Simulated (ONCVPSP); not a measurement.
## Which change was made? (Sc, ONCV)

scandium (Sc), optimised norm-conserving Vanderbilt (ONCV), made with ONCVPSP 4.0.1 (PBE, scalar-relativistic). Core [Ar], reference 3d1 4s1 (charge +1). Waves: 4s: rc 3.15 bohr, ncon 3, nbas 8, qcut 2.5 1/bohr, 2 projectors, debl 2.7 Ha; p scattering state at 0.08 Ha: rc 3.40 bohr, ncon 4, nbas 9, qcut 2.7 1/bohr, 1 projector; 3d: rc 1.80 bohr, ncon 3, nbas 8, qcut 8.2 1/bohr, local; f scattering state at 0.16 Ha: rc 2.90 bohr, ncon 4, nbas 8, qcut 4.2 1/bohr, 2 projectors, debl 2.2 Ha. Local part: the d channel. Core correction: Teter function, fcfact 2, rcfact 1.55.

In the p channel the program set the typed energies aside and used 0.050 Ha.

Cutoffs, loose and tight: the cutoffs (Ha) at which the residual kinetic energy of the hardest occupied pseudo-wave falls to 1 and 0.1 mHa per electron. They do not see the model core or the augmentation charge, which bear on the density cutoff. Test errors are all-electron minus pseudo excitation energies from the reference, over the configurations 3d1 4s2; 3d1 4s0; 3d1 4s1.5; 3d1 4s0 4p1; variants that change the core or the reference have their own tests. The largest error is taken over the tests solved by every variant that gives reliable tests at all, those not shown here included: 3d1 4s0; 3d1 4s0 4p1; 3d1 4s1.5.

The base gives: outcome: generated, projector energies reset by the program; cutoff, loose: 25 Ha; cutoff, tight: 28 Ha; bound ghosts: s, p, f; GHOST(+) flags above zero: none; largest test error (meV): +60.

Problem. After one change the result is: outcome: failed: ERROR pspot: first pseudo wave function has node, program will stop. Which change was it?
A. all radii but the core radius scaled by about 0.85 (s 2.68, p 2.90, d 1.54, f 2.46 bohr)
B. all radii but the core radius scaled by about 1.06 (s 3.32, p 3.60, d 1.90, f 3.06 bohr)
C. all radii but the core radius scaled by about 1.34 (s 4.20, p 4.54, d 2.40, f 3.88 bohr)

Solution. C. The others give: all radii but the core radius scaled by about 1.06 (s 3.32, p 3.60, d 1.90, f 3.06 bohr) → outcome: generated, projector energies reset by the program; cutoff, loose: 24 Ha; cutoff, tight: 27 Ha; bound ghosts: p, f, s; GHOST(+) flags above zero: s; largest test error (meV): 4 of 4 tests not solved or not reliable | all radii but the core radius scaled by about 0.85 (s 2.68, p 2.90, d 1.54, f 2.46 bohr) → outcome: generated, projector energies reset by the program; cutoff, loose: 28 Ha; cutoff, tight: 32 Ha; bound ghosts: s, p; GHOST(+) flags above zero: s, f; largest test error (meV): +67.
